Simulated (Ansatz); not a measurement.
CH4FGeS: which of these isomers lies lowest?

2 of its isomers, all doublets with charge 0: A = `C[S][GeH][F]`; B = `[CH3][Ge]([F])[SH]`.

Shapes, held fixed at every level: PBE0-D4/def2-TZVP. Flexible molecules stand in one conformer, not always the lowest. Programs: Ansatz 0.2.0.

A:

```xyz
8

C    -0.1312    1.3284   -0.3036
S    -0.8759    0.1346    0.8440
Ge    0.5884   -1.5052    0.5742
F    -0.1493   -2.8730    1.3700
H     0.0561    0.8830   -1.2812
H    -0.8588    2.1309   -0.4219
H     0.7886    1.7466    0.1026
H     0.6742   -1.9025   -0.9399
```

B:

```xyz
8

C    -0.1302    1.1682   -0.5980
Ge    0.5459   -0.6356   -0.2368
F     1.8016   -0.4446    0.9744
S    -1.0948   -1.8249    0.6925
H    -1.0079    1.1105   -1.2419
H    -0.3959    1.6217    0.3588
H     0.6445    1.7610   -1.0828
H    -0.2710   -2.8134    1.0779
```

Electronic energies in kJ/mol, without zero-point or thermal terms.

```csv
level,kind,B − A
SPW92/def2-TZVPP,LDA,-54.4
r2SCAN-D4/def2-TZVPP,meta-GGA,-59.3
BHLYP-D4/def2-TZVPP,global hybrid,-58.6
r2SCAN0-D4/def2-TZVPP,global hybrid,-60.4
wB97X-V/def2-TZVPP,range-separated hybrid,-58.4
MP2/def2-SVP,perturbation theory,-63.6
CCSD(T)/def2-TZVPP,coupled cluster or CI,-63.7
```

The highest level, CCSD(T)/def2-TZVPP, puts B lowest of these. All levels agree on that. The B − A difference spans -63.7 to -54.4 kJ/mol over the levels. Open shells run unrestricted unless RO is named. Relativity is left out for Ge unless named. Correlated rows may include outer-core shells of Ge, which these sets cover unevenly.
